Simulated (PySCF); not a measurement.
C3H7FOSi, SMILES F/C=C\O[SiH2]C. Geometry: B3LYP-D3(BJ)/def2-SVP. The structure was generated by enumeration; whether it is a known compound was not checked. Other conformers were not sampled.

Give the equilibrium geometry at B3LYP-D3(BJ)/def2-SVP (PySCF confirms it by a frequency run) as Cartesian coordinates in Å. (The exact figures need the calculation; the answer reports its results.)

One answer among several that fit: 
```xyz
13

C     -2.7452     0.2079     0.6357
Si    -1.3045    -0.9201     0.2766
O      0.0540     0.0649     0.1245
C      1.3482    -0.3299     0.1059
C      2.3273     0.3980    -0.4389
F      2.1085     1.5726    -1.0416
H     -2.5824     0.7643     1.5718
H     -2.8781     0.9357    -0.1801
H     -3.6762    -0.3739     0.7340
H     -1.0584    -1.8908     1.3865
H     -1.5121    -1.6881    -0.9861
H      1.6066    -1.2828     0.5851
H      3.3744     0.0879    -0.4224
```
